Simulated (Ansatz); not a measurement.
Calculated with Ansatz (gas phase, PBE0-D4/def2-TZVP geometries, no zero-point term in ΔE). CCSD(T)/CBS is the MP2 limit (def2-TZVPP, def2-QZVPP) plus CCSD(T) − MP2 in def2-TZVPP, frozen cores. DFT in def2-TZVPP. def2 core potentials past Kr. For Ge, Sn outer-core shells are correlated without core-valence functions, which leaves a few kJ/mol of doubt a bond. Scalar relativity is left out up to krypton. One conformer a species, not always the lowest.

Consider the redistribution: `C[SiH2][CH2][GeH3]` + `[F][SnH2][SH]` → `C[SiH2][SnH2][SH]` + `F[CH2][GeH3]`.

`C[SiH2][CH2][GeH3]`:

Z-matrix (Å, degrees):
```
C
Si 1 1.871
H 1 1.093 2 111.3
H 1 1.092 2 110.7 3 120.0
H 1 1.093 2 110.9 3 -120.2
C 2 1.872 1 111.7 3 61.8
H 2 1.491 1 109.7 3 -58.9
H 2 1.492 1 109.4 3 -176.6
Ge 6 1.957 2 114.6 1 -59.4
H 6 1.094 2 109.2 1 179.6
H 6 1.094 2 109.8 1 62.5
H 9 1.539 6 110.1 2 -53.4
H 9 1.539 6 110.6 2 -173.6
H 9 1.540 6 110.3 2 66.4
```

`[F][SnH2][SH]`:

Z-matrix (Å, degrees):
```
Sn
S 1 2.380
F 1 1.924 2 107.4
H 1 1.696 2 109.0 3 -113.5
H 1 1.699 2 112.1 3 113.4
H 2 1.344 1 93.3 3 -79.4
```

`C[SiH2][SnH2][SH]`:

```xyz
12

C    -0.742    0.010    1.774
Si    0.718   -0.562    0.751
Sn    0.717    0.669   -1.498
S    -1.493    0.348   -2.440
H    -1.669   -0.111    1.208
H    -0.820   -0.569    2.697
H    -0.641    1.065    2.037
H     0.619   -2.018    0.451
H     2.007   -0.328    1.461
H     0.831    2.369   -1.372
H     1.872    0.118   -2.633
H    -1.398   -0.991   -2.436
```

`F[CH2][GeH3]`:

Cartesian coordinates in Å:
```
F 1.084 1.234 -1.079
C 0.857 0.545 0.102
Ge -0.794 -0.530 -0.039
H 0.776 1.273 0.914
H 1.720 -0.098 0.297
H -0.654 -1.544 -1.182
H -1.000 -1.274 1.292
H -1.991 0.395 -0.304
```

| level | ΔE (kcal/mol) |
| --- | --- |
| ωB97M-V | 34.7 |
| PBE | 30.6 |
| PBE0 | 31.4 |
| MP2/def2-TZVPP | 37.0 |

**Question.** What does CCSD(T)/CBS give? (An estimate is asked.)

**Answer.** Computed: +35.8 kcal/mol. The listed levels differ from it by -1.1, -5.2, -4.4, 1.2 kcal/mol.

Largest T1 diagnostic among the species: 0.013.

From PBE to PBE0 (25 % exact exchange), in def2-TZVPP and without D4, ΔE moves by +0.9 kcal/mol.
